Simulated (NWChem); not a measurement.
# Basis-set dependence for H4SiSn

```
Si
H 1 1.5096
H 1 1.5128 2 107.07
H 1 1.5128 2 107.07 3 114.27
Sn 1 2.6808 2 114.67 3 -122.87
H 5 1.8022 1 86.54 2 180.00
```
Charge 0, spin multiplicity 1.

Program: NWChem. Structure: optimised with PBE/def2-SVP with def2 effective core potentials on Sn, a minimum by its harmonic frequencies.

Hartree-Fock energies in Ha, correlation energies in mHa.

Effective core potentials replace the inner electrons of Sn; spin-orbit coupling is left out. The correlated methods keep 9 core orbitals frozen. The structure started from a generated list of species.

```tsv
basis	functions	RHF	MP2	SCS-MP2
def2-SVP	64	-504.48181	-197.4	-208.2
def2-TZVP	111	-504.59032	-426.5	-410.6
```

From def2-SVP to def2-TZVP the Hartree-Fock energy moves by -108.5 mHa and the MP2 correlation energy by -229.1 mHa, which is 54 % of its value in the larger set.
